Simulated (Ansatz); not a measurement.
Job for Ansatz (a quantum-chemistry and plane-wave program): R-CCSD(T)/cc-pV(T+d)Z on AlH3O3 (SMILES [OH][Al]([OH])[OH]), a point of a torsion scan. Files ending in .json are basis or fitting sets from the Basis Set Exchange.

Ansatz 0.2 input:
```yaml
crystal:
  periodic: [false, false, false]
  atoms:
    - {symbol: O, position_ang: [-1.43562067, -0.79846707, -0.22836768]}
    - {symbol: Al, position_ang: [-0.30752382, 0.36431198, -0.57002087]}
    - {symbol: O, position_ang: [-0.00246069, 0.80133684, -2.14299178]}
    - {symbol: O, position_ang: [0.52225912, 1.10753371, 0.65996583]}
    - {symbol: H, position_ang: [-2.04720758, -1.04406546, 0.45014267]}
    - {symbol: H, position_ang: [-0.31768698, 0.53066396, -2.99399852]}
    - {symbol: H, position_ang: [1.19719975, 1.76992294, 0.71024341]}
basis:
  gaussian:
    orbitals: cc-pV_T+d_Z.json
magnetization: {spin_polarized: false}
correlation: {method: ccsd_t, electrons: outside_noble_gas}
scf: {lower_state_search: off}
```

The log:

```
WARN ansatz: RAYON_NUM_THREADS=1 ignored (pool sized by the plan → 1); use --threads N
Functional definition: HF
these checks for a lower state are left out or cut short: stability, starts, cluster_reference, orbital_swaps, neighbouring_geometries, increment
integrals: 0.51 GiB planned
1023 factors; integrals over basis functions are off by at most 7.1e-4 eV
mean field: 0.45 GiB planned
mean field evaluation 1: about -12743.6003 eV, gradient 6.2e1 eV
mean field evaluation 2: about -12743.6684 eV, gradient 6.2e1 eV
mean field evaluation 4: about -12749.7172 eV, gradient 2.3e0 eV
mean field evaluation 8: about -12749.7565 eV, gradient 1.6e-1 eV
mean field -12749.75665582 eV, -468.5449150061 hartree, gradient 9.5e-7 eV, S^2 0.000000; 0 other end points of the search recorded, 0 dependent functions left out
8 core orbitals not correlated
reference -12749.75665582 eV, -468.5449150061 hartree; 12, 12 occupied and 151, 151 virtual orbitals, 1023 factors
second order -21.81232948 eV of doubles, -0.00000000 eV of singles
coupled cluster: 1.46 GiB planned
cycle   1  -21.48827160 eV  change    3.2e-1 eV  update   8.8e-2
cycle   2  -21.90312505 eV  change   -4.1e-1 eV  update   2.4e-2
cycle   3  -22.00784385 eV  change   -1.0e-1 eV  update   1.2e-2
cycle   4  -21.99196806 eV  change    1.6e-2 eV  update   2.7e-3
cycle   5  -21.99071585 eV  change    1.3e-3 eV  update   1.2e-3
cycle   6  -21.99138624 eV  change   -6.7e-4 eV  update   3.5e-4
cycle   7  -21.99116018 eV  change    2.3e-4 eV  update   1.4e-4
cycle   8  -21.99109901 eV  change    6.1e-5 eV  update   4.8e-5
cycle   9  -21.99111842 eV  change   -1.9e-5 eV  update   2.0e-5
perturbative correction -0.72976112 eV, -0.0268182267 hartree
Total energy: -12772.47753536 eV, -469.3798919284 hartree
Checks for a lower state left out: stability, starts, cluster_reference, orbital_swaps, neighbouring_geometries, increment
```

The calculation finished and met its thresholds.

Cost: around 60 core-seconds (rough).
